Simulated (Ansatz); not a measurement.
`N[Si]1(Cl)CO1`, relaxed with RKS PBE0-D4/def2-TZVP in the Gaussian-basis code of Ansatz from a PBE-D4/def2-SVP geometry. The force threshold is 0.005 eV/Å; the program also tests the step.

Total charge 0; spin multiplicity 1.

Start:

```xyz
9

N     1.092   -0.574   -1.169
Si   -0.088    0.309   -0.315
Cl   -1.112    1.453   -1.698
C    -0.829   -0.017    1.314
O     0.323    0.975    1.167
H     1.835   -1.095   -0.704
H     1.107   -0.635   -2.186
H    -0.557   -0.884    1.947
H    -1.771    0.468    1.643
```

| step | energy (eV) | largest force (eV/Å) | largest move (Å) |
| --- | --- | --- | --- |
| 1 | -25031.6431 | 1.309 | 0.000 |
| 2 | -25031.7112 | 0.797 | 0.035 |
| 3 | -25031.7275 | 0.064 | 0.025 |
| 4 | -25031.7278 | 0.022 | 0.006 |
| 5 | -25031.7279 | 0.015 | 0.002 |
| 6 | -25031.7279 | 0.002 | 0.003 |

End:

```xyz
9

N     1.072   -0.564   -1.145
Si   -0.086    0.315   -0.307
Cl   -1.087    1.437   -1.677
C    -0.823   -0.027    1.289
O     0.308    0.973    1.133
H     1.792   -1.094   -0.686
H     1.094   -0.621   -2.147
H    -0.529   -0.869    1.913
H    -1.741    0.449    1.627
```

It took 18 s on 4 threads of an Arm Neoverse V2 on a shared host, with 0.48 GiB of host memory at the peak.
